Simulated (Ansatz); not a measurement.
A made-up structure of BHIOF, closed shell:

O1  (0.160, 1.065, -0.006)
B2  (-0.070, -0.255, -0.022)
F3  (0.700, -1.102, 0.643)
I4  (-1.712, -1.020, -1.142)
H5  (-0.467, -0.352, 1.053)
(Å)

It is relaxed with PBE-D4/def2-SVP and then PBE0-D4/def2-TZVP (Ansatz 0.2.0). Atoms count as bonded within 1.22 times the sum of their covalent radii (H–H: 0.88 Å). The end point is not checked to be a true minimum.

Question: Does its bonding change? (A judgement: the text doesn't fix the answer.)

Answer: The calculation gives: Yes. Formed: O1–H5; broken: B2–H5.

Where it ends: The first stage lowers the energy by 5.22 eV in 13 steps. It ends as BHIOF ([OH][B]([F])[I]):
O1  (-0.041, 0.572, 0.734)
B2  (0.029, -0.588, 0.067)
F3  (1.153, -1.266, 0.079)
I4  (-1.637, -1.388, -1.030)
H5  (-0.895, 1.006, 0.676)
(Å)

Labels in which every atom is bracketed show which atoms are joined, not bond orders.

For scale, one of the runs: PBE0-D4/def2-TZVP relaxation, 149 basis functions, launched by `ansatz run in.yaml --threads 2 --pin off --events-out ev --progress --plain --max-ram 4352MiB`. Hardware: 2 CPU threads of an Arm Neoverse V1, shared host. Wall time about 21 s.
